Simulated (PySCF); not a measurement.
A GIAO shielding run with PySCF 2.14.0 with density-fitted response routines (density fitting, non-relativistic, gas phase) on `CCOS(=O)(=O)C[SiH3]`, C3H10O3SSi:

```
$ OMP_NUM_THREADS=1 python probes_run.py task.json out

{"job": {"kind": "nmr", "xc": "PBE0", "basis": "pcSseg-1"}, "charge": 0, "multiplicity": 1}
C      2.885539     0.470081    -0.528360
C      2.111116    -0.622327     0.192846
O      0.832503    -0.167390     0.618726
S     -0.313310    -0.113280    -0.525214
O     -0.234600    -1.313067    -1.302668
O     -0.244438     1.126669    -1.238439
C     -1.756158    -0.119288     0.493256
Si    -3.143789     0.291255    -0.735708
H      3.056240     1.312513     0.137725
H      2.311685     0.815515    -1.384547
H      3.842527     0.080538    -0.866095
H      2.624924    -0.944563     1.103048
H      1.956510    -1.483223    -0.467165
H     -1.816505    -1.100064     0.945538
H     -1.594048     0.634943     1.251274
H     -4.382360     0.052019     0.022178
H     -3.085037    -0.613329    -1.880055
H     -3.059558     1.699316    -1.112757
```

Hardware: 1 thread of an Arm Neoverse N1, shared host. The job also computes population analyses, field gradients.

Q: How large is the calculation?

A: 82 electrons, 200 basis functions and 1086 auxiliary functions.

Q: How long does it take, and how much memory does it need?

A: 79 s of wall time, with 14 SCF cycles and 4 response iterations; peak memory 0.9 GiB. Times on a shared host scatter by some tens of per cent.
